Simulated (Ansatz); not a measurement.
Total energies of Sn(CCH)H3 (C₂H₄Sn) from Ansatz at PBE-D4/def2-TZVP, gas phase (1 Eh = 27.2114 eV = 2625.5 kJ/mol). The reference geometry is relaxed at PBE0-D4/def2-TZVP.

| state | geometry | energy (Eh) |
| --- | --- | --- |
| charge 0 singlet | reference | -292.73417 |
| charge 1 doublet | reference | -292.36485 |
| free Sn atom (triplet) | – | -214.24935 |
| free C atom (triplet) | – | -37.79597 |
| free H atom (doublet) | – | -0.49962 |

In the def2 sets Sn takes a core potential; there is no spin–orbit coupling.

(1) Work out the vertical ionisation energy to the doublet.

(2) What is the binding energy per atom against free atoms?

(1) E(charge 1 doublet) − E(charge 0 singlet) = -292.36485 − (-292.73417) = 0.36932 Eh = 10.05 eV. For comparison, −ε of the highest occupied level is 6.89 eV at this level, 3.16 eV less.

(2) Atoms: 1 × (-214.24935) + 2 × (-37.79597) + 4 × (-0.49962) = -291.83977 Eh. Binding: -291.83977 − (-292.73417) = 0.89440 Eh = 24.34 eV, or 3.48 eV for each of 7 atoms (no zero-point energy, no counterpoise term).

At PBE-D4/def2-TZVP the gap within one spin of the charge 1 doublet nearly closes, so an electron or hole may be smeared out by delocalisation error.
